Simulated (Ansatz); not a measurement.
C₂H₇Ga, SMILES `[CH3][GaH][CH3]`. The species carries charge 0 and has multiplicity 1. Geometry: relaxed with PBE0-D4/def2-TZVP.

```xyz
10

C    -1.029   -0.022    1.384
Ga   -0.524    0.158   -0.513
C     1.354   -0.076   -1.064
H    -1.175   -1.083    1.614
H    -1.959    0.496    1.619
H    -0.238    0.342    2.044
H    -1.626    0.491   -1.594
H     1.887    0.871   -0.924
H     1.449   -0.353   -2.115
H     1.862   -0.823   -0.450
```

What is the dipole moment at r2SCAN/def2-TZVPP? (Estimate.)

Computed: 0.65 D, with components (0.45, -0.14, 0.44) D in this frame, pointing from negative to positive charge.

And with PBE, B3LYP, ωB97M-V? (Best estimate.)

The calculation gave: PBE 0.65 D, B3LYP 0.61 D, ωB97M-V 0.58 D.

Give the Mulliken charges with r2SCAN, PBE, ωB97M-V in def2-TZVPP. (Estimate.)

Ansatz gave: 
```tsv
atom	r2SCAN	PBE	ωB97M-V
C1	-0.32	-0.38	-0.48
Ga2	0.32	0.25	0.34
C3	-0.32	-0.38	-0.48
H4	0.06	0.09	0.11
H5	0.07	0.10	0.12
H6	0.07	0.10	0.11
H7	-0.08	-0.06	-0.04
H8	0.06	0.09	0.11
H9	0.07	0.10	0.12
H10	0.07	0.10	0.11
```

B3LYP here is the variant with VWN-RPA as its local correlation; programs differ in this.
